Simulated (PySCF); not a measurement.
H7P3Si.

```xyz
11

Si     0.1490     0.0484    -0.5441
P      0.3469     2.1122     0.4003
P     -2.0039    -0.6943    -0.4562
P      1.3988    -1.5011     0.5694
H      0.5210     0.1749    -1.9845
H      0.2112     1.6043     1.7300
H      1.7777     2.0899     0.4401
H     -2.5602     0.5632    -0.8490
H     -2.1280    -0.4198     0.9416
H      2.6422    -0.9654     0.1099
H      1.3241    -2.4771    -0.4735
```

Coordinates come from a B3LYP-D3(BJ)/def2-SVP optimisation. This is a generated structure with no PubChem entry under its InChIKey; it may be hypothetical. Other conformers were not sampled.

The numbers are results of KT2/pcSseg-1 in PySCF, not measurements. Non-relativistic, no solvent.

Give the absolute GIAO shielding of each atom: isotropic value and principal components (ppm). (Estimate from the structure and the level; the computed values follow.)


```tsv
atom	σ(iso)	σ11	σ22	σ33	span
Si1	381.8	339.8	392.1	413.6	73.7
P2	557.6	505.9	569.2	597.6	91.8
P3	575.9	521.9	579.3	626.6	104.7
P4	573.2	505.8	590.2	623.6	117.9
H5	26.0	22.9	24.0	31.0	8.1
H6	29.5	25.5	27.7	35.2	9.7
H7	29.0	23.7	26.8	36.5	12.8
H8	29.2	24.2	26.7	36.6	12.5
H9	29.5	25.2	27.8	35.7	10.5
H10	29.3	24.3	27.0	36.5	12.3
H11	28.8	23.3	26.1	36.9	13.6
```
